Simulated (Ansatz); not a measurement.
`[SiH3][SnH]([SiH3])[SiH3]`. Total charge 0; spin multiplicity 1. Sn takes the def2 core potential.

Cartesian coordinates in Å:
```
Si -0.2181 1.4153 -1.9605
Sn -0.1961 -0.5777 -0.3484
Si -1.8424 -0.1690 1.5736
Si 2.1680 -0.9298 0.5783
H 0.7318 1.1942 -3.0833
H -1.5800 1.6239 -2.5203
H 0.1884 2.6455 -1.2302
H -0.6741 -1.9855 -1.1986
H -3.2219 0.0227 1.0520
H -1.8437 -1.3176 2.5182
H -1.4414 1.0557 2.3161
H 2.1966 -2.0765 1.5249
H 2.6026 0.2944 1.3026
H 3.1301 -1.1957 -0.5242
```

**Question.** What are the harmonic wavenumbers in cm⁻¹ at PBE0-D4/def2-TZVP (Ansatz, finite differences of forces, unscaled)? (Estimate.)

**Answer.** Computed: 58, 64, 64, 67, 67, 69, 284, 314, 314, 393, 394, 438, 507, 509, 509, 581, 582, 842, 842, 883, 935, 937, 937, 940, 940, 942, 1908, 2212, 2212, 2216, 2227, 2227, 2227, 2229, 2229, 2230.

**Question.** Is this a minimum?

**Answer.** Yes, all 36 modes are real.

**Question.** Give the ideal-gas thermochemistry at 298.15 K and 1 bar (rigid rotor, harmonic oscillator; point group C3v, symmetry number 3).

**Answer.** Zero-point energy 211.3 kJ/mol; H(298) − E = 243.4 kJ/mol; entropy 444.7 J/(mol·K), of which translation 175.7, rotation 114.3, vibration 154.6; G(298) − E = 110.8 kJ/mol. Modes under 100 cm⁻¹ are hindered rotations or soft bends, so the harmonic entropy is rough.
